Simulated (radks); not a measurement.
Ge VI, 27 electrons, occupied as [Ar] 3d(3/2: 3, 5/2: 6). All-electron calculation, Dirac Kohn-Sham, relativistic LDA (MacDonald-Vosko exchange, VWN5 correlation), spin-unpolarised, spherical densities, finite nucleus; Fermi nuclear charge, rms radius 4.0742 fm. Program: a radial shooting solver on a logarithmic mesh with Libxc functionals.

Normalised radial functions P(r) = r R(r) (large component), r in bohr:

r          2p3/2    3s1/2    3p3/2
0.002236  0.0047   0.0995   0.0019
0.00282   0.0074   0.1222   0.0029
0.003556  0.0115   0.1494   0.0046
0.004521  0.0183   0.1827   0.0073
0.005701  0.0285   0.2199   0.0113
0.00719   0.0441   0.2618   0.0175
0.00914   0.0689   0.3088   0.0273
0.01153   0.1052   0.3552   0.0416
0.01454   0.1591   0.3983   0.0629
0.01833   0.2378   0.4313   0.0939
0.0233    0.3546   0.4444   0.1398
0.02939   0.5119   0.4236   0.2011
0.03706   0.7217   0.3554   0.2821
0.04674   0.9881   0.2269   0.3830
0.05942   1.3164   0.0250   0.5026
0.07494   1.6593  -0.2251   0.6177
0.0945    1.9786  -0.4906   0.7038
0.1192    2.2037  -0.7016   0.7191
0.1515    2.2557  -0.7644   0.6089
0.1911    2.0785  -0.5891   0.3431
0.241     1.6892  -0.1586  -0.0761
0.3063    1.1594   0.4650  -0.5982
0.3863    0.6654   1.0443  -1.0549
0.4872    0.3035   1.3837  -1.3194
0.6144    0.1046   1.3719  -1.3130
0.781     0.0243   1.0570  -1.0597
0.985     0.0039   0.6464  -0.7031
1.242     0.0004   0.3050  -0.3739
1.567     0.0000   0.1060  -0.1528
1.991     0.0000   0.0240  -0.0430
2.511     0.0000   0.0036  -0.0084

2p3/2: eigenvalue -1264.9 eV, 0 radial nodes, <r> = 0.185 bohr, 90 % of the charge inside 0.302 bohr. 3s1/2: eigenvalue -243.76 eV, 2 radial nodes at r = 0.0609, 0.257 bohr, <r> = 0.620 bohr, 90 % of the charge inside 0.926 bohr. 3p3/2: eigenvalue -189.96 eV, 1 radial node at r = 0.232 bohr, <r> = 0.641 bohr, 90 % of the charge inside 0.982 bohr.
